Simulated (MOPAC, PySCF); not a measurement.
H8In2Sb2, SMILES `[InH2-]1[SbH2+][InH2-][SbH2+]1`, neutral singlet in the gas phase. 

Cartesian coordinates (Å):
```xyz
12

In     0.3262    -2.1501     0.4554
Sb     1.8627     0.2734    -0.0439
In    -0.3263     2.1498    -0.4571
Sb    -1.8628    -0.2730     0.0449
H      0.4454    -3.1833    -0.9115
H      0.4239    -2.5465     2.1240
H      2.9572     0.6981     1.1745
H      2.9776     0.1729    -1.3127
H     -0.4238     2.5429    -2.1264
H     -0.4454     3.1855     0.9079
H     -2.9749    -0.1720     1.3160
H     -2.9599    -0.6976    -1.1712
```
Charge 0, spin multiplicity 1.

All levels are single points at this geometry (CAM-B3LYP-D3(BJ)/def2-SVP); Pople sets use spherical d functions. Orbital energies aren't observables, and empty levels follow the basis.

B3LYP/LANL2DZ in PySCF gives HOMO (eV) = -6.81.

Question: Estimate the HOMO (eV) from each of these levels: CAM-B3LYP-D3(BJ)/def2-TZVP in PySCF; B3LYP/6-311+G** (LANL2DZ on In, Sb) in PySCF; BP86/6-31G* (LANL2DZ on In, Sb) in PySCF; PBE/6-31G* (LANL2DZ on In, Sb) in PySCF; PM3 in MOPAC.

Answer: 
```csv
level,HOMO (eV)
CAM-B3LYP-D3(BJ)/def2-TZVP in PySCF,-7.94
"B3LYP/6-311+G** (LANL2DZ on In, Sb) in PySCF",-6.81
"BP86/6-31G* (LANL2DZ on In, Sb) in PySCF",-6.20
"PBE/6-31G* (LANL2DZ on In, Sb) in PySCF",-6.09
PM3 in MOPAC,-10.02
```
